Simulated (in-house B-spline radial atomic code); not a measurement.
# LDA exchange-only excitations of the copper ion Cu⁺

Method: LDA exchange-only. Computed with an all-electron radial atomic-structure program (B-spline basis): linear response of the closed shell [Ar] 3d10 with the functional's adiabatic kernel; non-relativistic, point nucleus, no spin-orbit coupling, no double excitations, S, P, D and F terms only. Only terms of natural parity with L up to 3 were computed.

Without relativity these are model numbers for so heavy an element.

Command:
```bash
python run_td.py task.json out
```
Settings (radii: box in bohr, nucleus in fm):
```
Z                        29
electrons                28
configuration            [Ar] 3d10
hamiltonian              nr
method                   lda,
box_radius               41.61
intervals                57
```

Run time, properties included: 1.3 s on 1 thread of Arm Neoverse N1, on a shared host.

The lowest states, in the order of their Tamm-Dancoff energies; the method's threshold (minus the highest occupied level) is 12.711 eV. Labels give the largest channel, * marks a mixed state, and oscillator strengths are full-response dipole values. Semilocal kernels can invert the small singlet-triplet splittings of Rydberg terms. Energies in eV:

| state | full response | Tamm-Dancoff | oscillator strength |
| --- | --- | --- | --- |
| 3d → 4s 3D | 1.358 | 1.446 | - |
| 3d → 4s 1D | 2.030 | 2.053 | - |
| 3d → 4p 3P | 6.329 | 6.381 | - |
| 3d → 4p 3F | 6.557 | 6.578 | - |
| 3d → 4p 1F | 6.831 | 6.833 | - |
| 3d → 4p 1P | 7.361 | 7.436 | 0.328 |
| 3d → 5s 3D | 9.853 | 9.856 | - |
| 3d → 5s 1D | 9.917 | 9.919 | - |
| 3d → 4d 3S | ? | ? | - |
| 3d → 5p 3P | ? | ? | - |

Problem. Where does 3d → 4d 3S lie?

Solution. At 10.720 eV in full response, 10.736 eV in Tamm-Dancoff.

Problem. Where does 3d → 5p 3P lie?

Solution. At 10.766 eV in full response, 10.771 eV in Tamm-Dancoff.

Problem. How large is the singlet-triplet splitting of 3d → 4s (D terms) in Tamm-Dancoff?

Solution. 0.607 eV, from the unrounded values.

Problem. What polarisabilities and dispersion coefficient does the method give?

Solution. Dipole 8.607 bohr³, quadrupole 77.75 bohr⁵, C6 29.43 hartree·bohr⁶ for two such species.
